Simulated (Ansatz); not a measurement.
Basis-set extrapolation for C3H4BCl, SMILES `ClC1=CCB1` (PBE0-D4/def2-TZVP geometry, frozen core, Ansatz 0.2.0). Multiplicity 1, RHF reference.

```tsv
	def2-TZVPP	def2-QZVPP
HF	-600.114799	-600.133579
MP2 correlation	-0.766270	-0.822018
CCSD(T) correlation	-0.843819	not run
```

Energies in hartree. Use E(X) = E(∞) + A·exp(−7.88·√X) for Hartree–Fock and E(X) = E(∞) + B·X^(−2.97) for correlation, with X = 3 and 4, and add CCSD(T) minus MP2 of the smaller set to the MP2 limit.

Task: What is the CCSD(T) energy at the basis-set limit?

Result: HF limit: -600.133579 + (-0.018780) × 0.13774 = -600.13617. MP2 limit: -0.822018 + (-0.055748) × 0.74074 = -0.86331. Higher-order term: -0.843819 − (-0.766270) = -0.07755. Total: -601.07703 hartree, 3.22 eV below CCSD(T)/def2-TZVPP.
